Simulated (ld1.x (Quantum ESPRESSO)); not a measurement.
## u(r) = r·R(r): atom against pseudo-atom (tantalum)

Columns: radius, all-electron u(r) and pseudo u(r) of the 4f shell (level -28.14 eV) of tantalum in the configuration [Kr] 4d10 4f14 5s2 5p6 5d3 6s1.5 6p0; PBE, scalar-relativistic, PAW scheme, ld1.x (Quantum ESPRESSO) 7.5.

| r (bohr) | all-electron | pseudo |
| --- | --- | --- |
| 0.103 | 0.1692 | 0.0008 |
| 0.205 | 0.6938 | 0.0112 |
| 0.308 | 1.1070 | 0.0506 |
| 0.410 | 1.2623 | 0.1340 |
| 0.513 | 1.2397 | 0.2624 |
| 0.615 | 1.1325 | 0.4112 |
| 0.718 | 0.9956 | 0.5462 |
| 0.820 | 0.8592 | 0.6296 |
| 0.923 | 0.7323 | 0.6454 |
| 1.025 | 0.6214 | 0.6011 |
| 1.128 | 0.5246 | 0.5232 |
| 1.230 | 0.4427 | 0.4428 |
| 1.332 | 0.3733 | 0.3733 |
| 1.435 | 0.3142 | 0.3142 |
| 1.538 | 0.2646 | 0.2646 |
| 1.640 | 0.2233 | 0.2233 |
| 1.743 | 0.1884 | 0.1884 |
| 1.845 | 0.1593 | 0.1593 |
| 1.948 | 0.1347 | 0.1347 |
| 2.050 | 0.1142 | 0.1142 |
| 2.153 | 0.0968 | 0.0968 |
| 2.255 | 0.0823 | 0.0823 |
| 2.358 | 0.0699 | 0.0699 |
| 2.460 | 0.0596 | 0.0596 |
| 2.562 | 0.0508 | 0.0508 |
| 2.665 | 0.0434 | 0.0434 |

(1) How many radial nodes do the two functions have?

(2) At about which radius was the pseudo-wave matched?

(3) Is the pseudo-wave norm-conserving?

Answers

(1) The all-electron 4f function has n − l − 1 = 0; the pseudo-wave has 0.

(2) 1.25 bohr, where the columns begin to agree (steps of 0.10 bohr).

(3) No, it belongs to a PAW set: the norm inside the radius is not constrained, and the difference is carried by the augmentation charge.
